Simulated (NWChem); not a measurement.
C8H7NS2; SMILES c1(c(ccs1)C)-c1nccs1

```xyz
18

C     -2.5134     1.2443     0.0000
C     -1.0525     1.5596     0.0000
C     -0.5347     2.8867     0.0000
C      0.8334     2.9447     0.0000
S      1.5310     1.3829     0.0000
C     -0.0276     0.6217     0.0000
C     -0.1499    -0.8220     0.0000
N     -1.2834    -1.4725     0.0000
C     -1.0870    -2.8173     0.0000
C      0.2164    -3.2334     0.0000
S      1.2578    -1.8682     0.0000
H     -3.1077     2.1686     0.0000
H     -2.7912     0.6397    -0.8760
H     -2.7912     0.6397     0.8760
H     -1.1711     3.7733     0.0000
H      1.4716     3.8273     0.0000
H     -1.9478    -3.4887     0.0000
H      0.6085    -4.2486     0.0000
```
Atoms are numbered in this order, from 1.

All runs: NWChem. STO-3G and 3-21G are far too small for this property and stand as cheap habits. Coordinates come from a PBE0/def2-SVP optimisation. Not confirmed as a minimum by frequencies. GIAO values for the isolated, static molecule; σ is the absolute isotropic shielding, δ = σ(reference) − σ with the isolated reference molecule computed at the same levels (13C: tetramethylsilane, 1H: tetramethylsilane, 15N: ammonia).

Question: Estimate the computed values for Hartree-Fock/STO-3G. Quantities: δ C1 (ppm); δ C4 (ppm); δ N8 (ppm); δ C10 (ppm); δ H12 (rotor mean) (ppm); δ H15 (ppm); δ H17 (ppm).

Answer: 
| Quantity | Result |
|---|---|
| δ C1 (ppm) | 24.2 |
| δ C4 (ppm) | 137.1 |
| δ N8 (ppm) | 277.6 |
| δ C10 (ppm) | 131.4 |
| δ H12 (rotor mean) (ppm) | 2.27 |
| δ H15 (ppm) | 6.67 |
| δ H17 (ppm) | 7.79 |
